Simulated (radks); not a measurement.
All-electron atom: the platinum ion Pt3+ in [Xe] 4f14 5d5.75 6s1.25 (fractional occupations, a model configuration). Method: scalar-relativistic Kohn-Sham, LDA (Slater exchange, Perdew-Wang correlation), spin-unpolarised, spherical densities, point nucleus; computed with a radial shooting solver on a logarithmic mesh with Libxc functionals. Some entries of the table are withheld. Estimate them.

| orbital | occ. | eigenvalue (Ry) | <r> (bohr) |
|---|---|---|---|
| 1s | 2 | -5763.511 | 0.01715 |
| 2s | 2 | (1) | 0.07238 |
| 2p | 6 | -880.3801 | 0.06525 |
| 3s | 2 | -240.7086 | 0.1872 |
| 3p | 6 | -201.4912 | 0.1883 |
| 3d | 10 | -158.9183 | 0.1705 |
| 4s | 2 | -54.03103 | (2) |
| 4p | 6 | -41.16651 | 0.4422 |
| 4d | 10 | -25.54822 | 0.4684 |
| 5s | 2 | -10.45721 | 0.9448 |
| 4f | 14 | -8.17736 | 0.5151 |
| 5p | 6 | -7.02995 | 1.084 |
| 5d | 5.75 | -3.13152 | (3) |
| 6s | 1.25 | -2.54935 | 2.272 |

Answer. 
(1) 2s eigenvalue (Ry): -1015.084
(2) 4s <r> (bohr): 0.4153
(3) 5d <r> (bohr): 1.451
